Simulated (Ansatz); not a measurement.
Ansatz (a first-principles code) input (CCSD(T)/aug-cc-pVDZ):

Ansatz 0.2 input:
```yaml
crystal:
  periodic: [false, false, false]
  atoms:
    - {symbol: B, position_ang: [0.05168130, -0.00048357, 0.02864245]}
    - {symbol: F, position_ang: [0.04936520, -0.05789174, 1.37502828]}
    - {symbol: C, position_ang: [1.42255449, 0.04837488, -0.65913642]}
    - {symbol: C, position_ang: [-1.33619577, 0.01055262, -0.69477844]}
    - {symbol: H, position_ang: [1.53666875, 0.09589565, -1.73608864]}
    - {symbol: H, position_ang: [2.35243312, 0.03780693, -0.09996896]}
    - {symbol: H, position_ang: [-1.93422128, 0.86139863, -0.35153457]}
    - {symbol: H, position_ang: [-1.90934415, -0.88308110, -0.42587416]}
    - {symbol: H, position_ang: [-1.26638207, 0.05785843, -1.78151123]}
basis:
  gaussian:
    orbitals: aug-cc-pVDZ
magnetization: {spin_polarized: true, initial_magnetization: 1}
correlation: {method: ccsd_t, electrons: outside_noble_gas}
output: {forces: true}
```

End of the output:

```
cycle  11  -16.18119880 eV  change    2.7e-6 eV  update   6.7e-6
cycle  12  -16.18120049 eV  change   -1.7e-6 eV  update   2.9e-6
perturbative correction -0.44955543 eV, -0.0165208572 hartree
the calculation of the forces begins
Total energy: -5535.95024819 eV, -203.4424192191 hartree
Atom 0 at     0.051681    -0.000484     0.028642 Å, force    -0.141336     0.023746    -0.604521 eV/Å
Atom 1 at     0.049365    -0.057892     1.375028 Å, force    -0.020091    -0.049058     1.144483 eV/Å
Atom 2 at     1.422554     0.048375    -0.659136 Å, force     0.109719     0.004404    -0.066635 eV/Å
Atom 3 at    -1.336196     0.010553    -0.694778 Å, force    -0.004189     0.000776    -0.019608 eV/Å
Atom 4 at     1.536669     0.095896    -1.736089 Å, force     0.045712     0.022282    -0.507572 eV/Å
Atom 5 at     2.352433     0.037807    -0.099969 Å, force     0.426709    -0.005205     0.264934 eV/Å
Atom 6 at    -1.934221     0.861399    -0.351535 Å, force    -0.229857     0.358843     0.148402 eV/Å
Atom 7 at    -1.909344    -0.883081    -0.425874 Å, force    -0.219370    -0.376562     0.117063 eV/Å
Atom 8 at    -1.266382     0.057858    -1.781511 Å, force     0.032703     0.020774    -0.476545 eV/Å
Dipole moment:     0.067546     0.013937    -0.304452 e Å
```

It need not be the lowest isomer of its formula.
